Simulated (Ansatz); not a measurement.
Consider the cleavage of the Si–Al bond: `N[SiH2][AlH][SeH]` + `[OH][GeH3]` → `N[SiH2][O][GeH3]` + `[AlH2][SeH]`.

Calculated with Ansatz (gas phase, PBE0-D4/def2-TZVP geometries, no zero-point term in ΔE). CBS: MP2 limit from def2 TZ/QZ plus the TZ coupled-cluster correction, frozen cores. Functionals use def2-TZVPP. B3LYP here is the variant with VWN-RPA as its local correlation; programs differ in this. For Ge, Se outer-core shells are correlated without core-valence functions, which leaves a few kJ/mol of doubt a bond. Scalar relativity is left out up to krypton. One conformer a species, not always the lowest.

`N[SiH2][AlH][SeH]`:

```xyz
10

N     1.466   -1.237   -0.605
Si    0.193   -0.268   -1.278
Al   -1.136    0.947    0.404
Se   -0.369    0.529    2.563
H     1.212   -2.039   -0.048
H     2.250   -0.764   -0.182
H    -0.685   -1.177   -2.072
H     0.825    0.692   -2.228
H    -2.378    1.925    0.252
H    -1.377    1.391    3.193
```

`[OH][GeH3]`:

Cartesian coordinates in Å:
```
O 0.881 -1.005 -0.311
Ge -0.245 0.251 0.266
H 0.992 -0.992 -1.264
H -0.280 0.059 1.784
H -1.636 0.039 -0.362
H 0.287 1.647 -0.114
```

`N[SiH2][O][GeH3]`:

```xyz
11

N     0.935    2.206   -0.278
Si    0.654    0.677    0.420
O    -0.415   -0.245   -0.410
Ge   -1.104   -1.865   -0.198
H     0.239    2.932   -0.222
H     1.486    2.295   -1.116
H     1.960   -0.033    0.467
H     0.120    0.908    1.789
H    -2.058   -2.067   -1.381
H     0.038   -2.896   -0.216
H    -1.855   -1.912    1.144
```

`[AlH2][SeH]`:

```xyz
5

Al   -0.401   -0.565    0.121
Se    1.416    0.839    0.408
H    -0.436   -1.859    1.027
H    -1.507   -0.187   -0.941
H     0.928    1.772   -0.616
```

| level | ΔE (kJ/mol) |
| --- | --- |
| r2SCAN-D4 | -123.5 |
| ωB97M-V | -135.1 |
| B3LYP | -128.3 |
| MP2/CBS(def2) | -137.7 |

**Question.** What does CCSD(T)/CBS give? (An estimate is asked.)

**Answer.** Ansatz gave: -130.1 kJ/mol. The listed levels differ from it by 6.6, -5.0, 1.8, -7.6 kJ/mol.

Largest T1 diagnostic among the species: 0.012.

From PBE to PBE0 (25 % exact exchange), in def2-TZVPP and without D4, ΔE moves by −10.2 kJ/mol. In def2-TZVPP, CCSD(T) changes the Hartree–Fock value by +25.3 kJ/mol (the triples alone add +3.5 kJ/mol) and MP2 by +17.7 kJ/mol.
